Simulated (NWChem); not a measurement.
System: AgH₂OBr; SMILES [OH2]->[Ag][Br]

Results from NWChem. Coordinates come from a PBE0/def2-SVP optimisation. No frequency run checked for a minimum. def2 effective core potentials on Ag; no spin-orbit coupling. B3LYP is NWChem's, with the RPA form of VWN correlation. Ions are spin-unrestricted doublets at the neutral geometry; other ion states weren't tried.

For level PBE/def2-SVP:

```yaml
"−ε(HOMO) (eV)": 5.22
```

Task: What are these values for level B3LYP/def2-SVP?

Result: The −ε(HOMO) (eV) is 6.13.
